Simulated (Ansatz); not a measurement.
Question: Name a neutral molecule of C, F, N, O, Si and H with HOMO energy (ωB97M-V/def2-TZVPP) between -11.05 and -10.75 eV and LUMO energy (ωB97M-V/def2-TZVPP) between 1.70 and 2.00 eV (Ansatz, PBE0-D4/def2-TZVP geometry).

Answer: `NC(F)(F)O[SiH3]` (-10.86 eV, 1.80 eV). Other molecules can fit too; these were computed, each in one conformer that needn't be the lowest.
